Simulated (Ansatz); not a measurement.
`C[SiH](C)[SiH3]`, relaxed with RKS PBE-D4/def2-SVP in Ansatz 0.2.0 from a rough embedded geometry. The force threshold is 0.03 eV/Å; the program also tests the step.

The species carries charge 0 and has multiplicity 1.

Start:

```xyz
14

C     0.056   -0.647    1.664
Si   -0.082    0.504    0.268
C    -1.674    0.278   -0.595
Si    1.601    0.002   -1.234
H     1.015   -0.503    2.254
H    -0.763   -0.440    2.457
H    -0.030   -1.692    1.411
H    -0.019    1.885    0.724
H    -2.572    0.513    0.031
H    -1.786    0.960   -1.494
H    -1.810   -0.733   -0.988
H     1.550    0.952   -2.390
H     1.561   -1.346   -1.608
H     2.954    0.267   -0.500
```

How much energy does the relaxation release, and in how many steps? (Estimate.)

Ansatz gave: 41.71 kJ/mol, in 3 steps.

Which bonds change most? (Estimate.)

Computed: Si4–H13 from 1.399 to 1.509 Å; C1–Si2 from 1.814 to 1.898 Å; Si2–C3 from 1.825 to 1.898 Å; Si2–H8 from 1.455 to 1.510 Å.

Give the relaxed structure. (An estimate is asked.)

Computed: 
```xyz
14

C     0.028   -0.651    1.762
Si   -0.091    0.507    0.264
C    -1.751    0.280   -0.626
Si    1.680    0.065   -1.224
H     0.988   -0.519    2.301
H    -0.797   -0.450    2.477
H    -0.044   -1.712    1.444
H     0.032    1.938    0.730
H    -2.595    0.494    0.063
H    -1.840    0.959   -1.497
H    -1.861   -0.762   -0.990
H     1.624    0.957   -2.439
H     1.606   -1.365   -1.701
H     3.022    0.260   -0.565
```
